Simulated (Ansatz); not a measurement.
Cost and result for the atomization energy of `COB(C)N` (13 atoms, 12 bonds).

```xyz
13

C     1.1515   -1.4094    0.5402
O     0.4018   -0.9760   -0.5644
B    -0.3396    0.1816   -0.5206
C    -0.4011    1.1035    0.7573
N    -1.0451    0.4975   -1.6943
H     0.5161   -1.6146    1.4087
H     1.6595   -2.3336    0.2600
H     1.9090   -0.6745    0.8333
H     0.5945    1.4680    1.0312
H    -1.0438    1.9752    0.6196
H    -0.7735    0.5529    1.6273
H    -1.6194    1.3140   -1.7854
H    -1.0099   -0.0846   -2.5129
```

Total charge 0; spin multiplicity 1. The geometry is a stationary point of PBE0-D4/def2-TZVP. It is one conformer, not always the lowest. Program: Ansatz. Hardware: A = 2 threads of an AMD EPYC 7R13 on a shared host; B = 2 threads of an AMD EPYC 7R13 on a shared host and a share of an NVIDIA H100 80 GB. Times are those of one run each, without the atoms' runs, and a repeat can differ threefold. Electronic energies, without spin–orbit coupling; frozen cores. CCSD(T)/CBS adds CCSD(T) − MP2 in def2-TZVPP to the MP2 limit, and its time is that of the two runs behind it. T1 = 0.011. B3LYP takes the VWN-RPA correlation (the form of Gaussian; ORCA's B3LYP/G).

CCSD(T)/CBS is a level of theory with its own doubt, some kJ/mol a heavy atom from the limit and from the frozen cores, so smaller differences don't rank the functionals.

```
                                 level  functions  wall time
   PBE-D4/def2-TZVPP (with forces) [A]        267      7.5 s
                PBE0-D4/def2-TZVPP [A]        267       12 s
r2SCAN-D4/def2-TZVPP (with forces) [A]        267       18 s
 B3LYP-D4/def2-TZVPP (with forces) [A]        267       21 s
                ωB97X-V/def2-TZVPP [A]        267       23 s
                CCSD(T)/def2-TZVPP [B]        267       25 s
                 B2PLYP/def2-TZVPP [A]        267       27 s
  ωB97M-V/def2-TZVPP (with forces) [A]        267       28 s
                    MP2/def2-QZVPP [B]        525       32 s
                     CCSD(T)/CBS(def2)          –       57 s
```

What atomization energy does each give, and how far from CCSD(T)/CBS? (Best estimate.)

The calculation gave: 
```csv
level,atomization (kJ/mol),difference from CCSD(T)/CBS,per bond
PBE-D4/def2-TZVPP (with forces) [A],5267.8,112.8,9.4
PBE0-D4/def2-TZVPP [A],5180.6,25.6,2.1
r2SCAN-D4/def2-TZVPP (with forces) [A],5174.4,19.4,1.6
B3LYP-D4/def2-TZVPP (with forces) [A],5183.0,28.0,2.3
ωB97X-V/def2-TZVPP [A],5171.7,16.7,1.4
CCSD(T)/def2-TZVPP [B],5031.0,-124.0,-10.3
B2PLYP/def2-TZVPP [A],5126.3,-28.7,-2.4
ωB97M-V/def2-TZVPP (with forces) [A],5187.6,32.6,2.7
MP2/def2-QZVPP [B],5178.2,23.2,1.9
CCSD(T)/CBS(def2),5155.0,0.0,0.0
```

In def2-TZVPP, CCSD(T) changes the Hartree–Fock value by +1214.0 kJ/mol (the triples alone add +65.4 kJ/mol) and MP2 by +1287.8 kJ/mol; breaking electron pairs costs correlation energy, which Hartree–Fock lacks. The D4 term adds +32.9 kJ/mol with B3LYP and +17.4 kJ/mol with PBE0; it sums over pairs of atoms, weighted by their polarisabilities, and B3LYP, whose exchange is more repulsive, gets the larger term. From PBE to PBE0 (25 % exact exchange), in def2-TZVPP and without D4, the atomization energy moves by −83.9 kJ/mol: exact exchange takes away binding that semilocal exchange gives to molecules.
